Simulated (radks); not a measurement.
All-electron atom: Li2+ in 1s1 (the NIST ground configuration). All-electron calculation, non-relativistic Kohn-Sham, XLYP, spin-polarised, spherical densities, point nucleus; open shells are filled with parallel spins first. Program: a radial shooting solver on a logarithmic mesh with Libxc functionals.

Radial electron density D(r) = 4 pi r^2 rho(r):

r (bohr)  D(r) (e/bohr)
0.03083         0.08680
0.03314         0.09885
0.0359           0.1141
0.03858          0.1296
0.04179          0.1491
0.04491          0.1690
0.04865          0.1938
0.05228          0.2189
0.05664          0.2502
0.06086          0.2816
0.06593          0.3204
0.07085          0.3590
0.07676          0.4064
0.08249          0.4533
0.08864          0.5041
0.09603          0.5655
0.1032           0.6252
0.1118           0.6962
0.1201           0.7641
0.1301           0.8436
0.1399           0.9182
0.1515            1.004
0.1628            1.082
0.1764            1.169
0.1895            1.246
0.2053            1.328
0.2207            1.397
0.239             1.467
0.2569            1.520
0.2783            1.567
0.2991            1.595
0.324             1.610
0.3482            1.607
0.3771            1.583
0.4053            1.543
0.4356            1.485
0.4718            1.402
0.5071            1.310
0.5493            1.194
0.5903            1.079
0.6395           0.9449
0.6872           0.8213
0.7444           0.6861
0.8              0.5701
0.8667           0.4512
0.9314           0.3559
1.009            0.2647
1.084            0.1967
1.175            0.1362
1.262           0.09445
1.367           0.06025
1.469           0.03855
1.592           0.02231
1.711           0.01297
1.853          0.006681
1.991          0.003473

D(r) has 1 maximum, at r = 0.332 bohr.
